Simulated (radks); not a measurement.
Ionisation of the copper ion Cu27+, [He], to 1s1 as the strength of local exchange is varied. All-electron calculation, scalar-relativistic Kohn-Sham, Slater X-alpha exchange (alpha = 2/3 is LDA exchange), no correlation, spin-polarised, spherical densities, finite nucleus; Fermi nuclear charge, rms radius 3.8823 fm. Program: a radial shooting solver on a logarithmic mesh with Libxc functionals.

alpha,E(Cu27+) (hartree),exchange (hartree),IE (eV),-e of the level emptied (eV),<r> of it (bohr)
0.667,-829.74512,-15.60345,11040.5,10865.8 (1s),0.05174
0.677,-829.97909,-15.83990,11043.7,10869.9 (1s),0.05174
0.75,-831.68819,-17.56823,11066.6,10900.4 (1s),0.05167
0.823,-833.39926,-19.30052,11089.6,10931.0 (1s),0.05161
0.849,-834.00916,-19.91846,11097.8,10941.9 (1s),0.05159
0.888,-834.92448,-20.84631,11110.1,10958.2 (1s),0.05155

NIST Atomic Spectra Database: 11062.4 eV (theoretical). The Delta-SCF value meets it near alpha = 0.74.
